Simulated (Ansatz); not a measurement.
A run for Ansatz (a quantum-chemistry and plane-wave program): R-CCSD(T)/def2-SVP on H2OSn (SMILES [OH][SnH]), a point of a torsion scan. Elements past Kr take the def2 small-core potentials; no spin–orbit coupling. The run froze 10 orbitals, filled d shells among them.

Ansatz 0.2 input:
```yaml
crystal:
  periodic: [false, false, false]
  atoms:
    - {symbol: O, position_ang: [-1.00041467, 0.20462487, 0.24003640]}
    - {symbol: Sn, position_ang: [0.90137640, 0.69197539, -0.24163613]}
    - {symbol: H, position_ang: [-1.61637031, -0.41555701, -0.14129038]}
    - {symbol: H, position_ang: [0.83983346, 2.49955001, 0.35782504]}
basis:
  gaussian:
    orbitals: def2-SVP
magnetization: {spin_polarized: false}
correlation: {method: ccsd_t, electrons: outside_noble_gas}
scf: {lower_state_search: off}
```

**Question.** Give the final energy of this run.

**Answer.** -289.5865 hartree (reference determinant -289.2958, T1 diagnostic 0.023).
